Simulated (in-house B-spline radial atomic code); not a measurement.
# Excitations of Ar8+ by several methods

Full response, energies in eV; labels give the largest channel, * marks a mixed state, a dash one above the method's threshold, and an imaginary frequency an unstable closed-shell reference. Computed with a B-spline radial code for spherical atoms: linear response of the closed shell [He] 2s2 2p6 with each method's own kernel (bare exchange for TDHF, static screening on G0W0 levels for BSE, the adiabatic kernel for functionals); non-relativistic, point nucleus, no spin-orbit coupling, no double excitations, S, P, D and F terms only. Only terms of natural parity with L up to 3 were computed.

```
           method  2p → 3s 3P  2p → 3s 1P  2p → 3p 3S  α (bohr³)
             TDHF           ?           ?           ?          ?
   BSE on G0W0@HF      252.32      254.24      266.56    0.03721
         LDA VWN5      243.67      245.18      258.71    0.03849
              PBE      242.53      244.20      257.90    0.03839
             PBE0      245.63      247.36      260.69    0.03809
  B3LYP (VWN-RPA)      242.50      244.68      257.57    0.03816
        CAM-B3LYP      242.12      244.29      257.19    0.03817
          LC-wPBE      241.85      243.50      257.36    0.03843
            wB97X      247.17      248.69      262.06    0.03799
            HSE06      245.55      247.28      260.65    0.03811
        BHandHLYP           ?           ?           ?          ?
             BLYP      239.38      241.64      254.65     0.0384
           PBEsol      242.86      244.50      258.05    0.03843
             BP86      243.83      245.37      259.23    0.03831
LDA exchange-only      242.16      243.90      256.82    0.03863
            B97-1      245.46      247.08      260.69     0.0381
             RPBE      242.01      243.68      257.54    0.03839
             OLYP      239.18      241.40      254.71    0.03818
```

Q: What does TDHF give?

A: 2p → 3s 3P: 253.39; 2p → 3s 1P: 255.40; 2p → 3p 3S: 267.05; α: 0.03731 (eV, bohr³).

Q: What does BHandHLYP give?

A: 2p → 3s 3P: 245.06; 2p → 3s 1P: 247.49; 2p → 3p 3S: 259.71; α: 0.03783 (eV, bohr³).
